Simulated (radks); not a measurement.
Problem. The mean radii <r> (bohr) of the occupied orbitals of an atom or ion are listed with their occupations. Calculated with a radial shooting solver on a logarithmic mesh with Libxc functionals: Dirac Kohn-Sham, PBEsol, spin-unpolarised, spherical densities, point nucleus.

orbital  occ.      <r>
1s1/2       2  0.02906
2s1/2       2   0.1252
2p1/2       2   0.1058
2p3/2       4   0.1112
3s1/2       2   0.3393
3p1/2       2   0.3300
3p3/2       4   0.3413
3d3/2       4   0.3126
3d5/2       6   0.3162
4s1/2       2   0.8185
4p1/2       2   0.8655
4p3/2       4   0.8953
4d3/2       4    1.084
4d5/2       6    1.098
5s1/2       2    2.208

Name the element and its charge. Open shells, if any, are shared by 2j + 1.

Solution. Z = 50, tin, charge +2: Sn2+ in [Kr] 4d10 5s2. The 1s radius gives Z: for a bare nucleus <r> = (2 gamma + 1)/(2Z) with gamma = sqrt(1 - (Z/c)^2), 0.02862 bohr for Z = 50, and screening makes it slightly larger (0.02906 here). The occupations add up to 48, and the charge is Z minus that.
